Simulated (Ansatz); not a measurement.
Reaction (atomization): `[SH][Al]([SH])[SH]` → Al• + 3 H• + 3 S•

Calculated with Ansatz (gas phase, PBE0-D4/def2-TZVP geometries, no zero-point term in ΔE). CCSD(T)/CBS adds triple-zeta CCSD(T) − MP2 to the extrapolated MP2 energy (def2 sets, frozen cores). This one scheme is used for every species, atoms too. Functionals use def2-TZVPP. B3LYP here is the variant with VWN-RPA as its local correlation; programs differ in this. Open shells (•) are unrestricted, without spin–orbit coupling. Spin–orbit coupling would lower the free atoms: a little for Al, S. Each species was taken in one conformer, which may not be the lowest.

Problem. What is ΔE at CCSD(T)/CBS? (An estimate is asked.)

Solution. The calculation gave: +2122.6 kJ/mol.

Problem. What do these levels give: LDA (SPW92), B3LYP-D4, r2SCAN0, CCSD(T)/def2-SVP, HF/def2-TZVPP, SCS-MP2/def2-TZVPP? (Estimate.)

Solution. Ansatz gave: LDA (SPW92) 2402.3, B3LYP-D4 2086.8, r2SCAN0 2095.6, CCSD(T)/def2-SVP 1922.8, HF/def2-TZVPP 1506.7, SCS-MP2/def2-TZVPP 2064.2 kJ/mol.

Problem. What do rigid-rotor, harmonic-oscillator terms from PBE0-D4/def2-TZVP frequencies (298.15 K, 1 bar) make of the CCSD(T)/CBS value? (Estimate.)

Solution. The calculation gave: ΔZPE = -74.8 kJ/mol, ΔH = +2068.2 kJ/mol, ΔS = 646 J/(mol·K), ΔG = +1875.6 kJ/mol. Open shells count their whole term as degenerate. Modes under 50 cm⁻¹ make the entropy rough.

Largest T1 diagnostic among the species: 0.018.

In def2-TZVPP, CCSD(T) changes the Hartree–Fock value by +538.9 kJ/mol (the triples alone add +41.5 kJ/mol) and MP2 by +572.5 kJ/mol; breaking electron pairs costs correlation energy, which Hartree–Fock lacks. Leaving LDA and LC-ωPBE aside and taking each functional with its dispersion term where it has one, the values, not all of them listed here, spread over 120.1 kJ/mol, from BHLYP-D4 to B97M-V. LDA lies +292.3 kJ/mol from PBE without D4, its usual overbinding. The D4 term adds +33.7 kJ/mol with B3LYP and +17.9 kJ/mol with PBE0; it sums over pairs of atoms, weighted by their polarisabilities, and B3LYP, whose exchange is more repulsive, gets the larger term.

For atomizations the MP2-based limit and the directly extrapolated one differ by several kJ/mol either way, and by 10 to 25 for some Ge, Se and Sn compounds, so smaller differences from it don't rank the levels.
